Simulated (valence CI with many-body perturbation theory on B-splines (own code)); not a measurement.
## Questions on W⁴²⁺

Calculated by configuration interaction combined with many-body perturbation theory (CI+MBPT): four valence electrons over a frozen Dirac-Fock core [Ar] 3d10, a basis of 11 s, 11 p, 9 d, 7 f, 5 g, 2 h, 1 i functions for each j, with the one-electron correlation potential Σ1, the two-electron term Σ2, the three-electron term Σ3, Breit, model QED; selected CI, second order for the rest (own B-spline code, finite nucleus).

No measured spectrum was set against this ion. As an estimate, large intervals hold to a few tenths of a per cent, small ones and those within an open d or f shell to about a per cent.

Levels are named by their leading jj configuration (3d3/2^4 stands for four electrons in 3d with j = 3/2), which in mixed levels can hold well under half, so a name can repeat and another be missing.

Rates and lifetimes use the calculated energies. Strong lines usually hold to 10 to 20 %, long lifetimes can be off by a factor of two.

Task: What is the ground level?

Result: (4s^2 4p1/2^2) J=0, composition 70 % 4s²4p² ³P + 29 % 4s²4p² ¹S.

Task: Among levels below 495.37 eV, which E1 lines absorb most strongly from the ground level?

Result: to (4s^2 4p1/2 4d3/2) J=1 at 4.717 nm, f = 1.64; to (4s 4p1/2^2 4p3/2) J=1 at 6.128 nm, f = 0.541; to (4s 4p1/2 4p3/2^2) J=1 at 4.160 nm, f = 0.0137.

Task: How well does LS coupling describe the low levels?

Result: Among the lowest 20 levels the leading LS term, summed over configurations, holds 58 % on average. For single configurations the figures are 56 % in LS and 89 % in jj coupling. Terms mix most in the J = 2 level at 345.29 eV, where the leading one holds 28 %.

Task: What is the ionisation energy?

Result: 2147 eV; NIST lists 2149.1 ± 2.1 eV (semi-empirical).

Task: What are the static dipole polarisabilities of the lowest levels?

Result: (4s^2 4p1/2^2) J=0 0.0305; (4s^2 4p1/2 4p3/2) J=1 0.0362 (tensor 0.0013) bohr³, of which the core gives 0.00209.
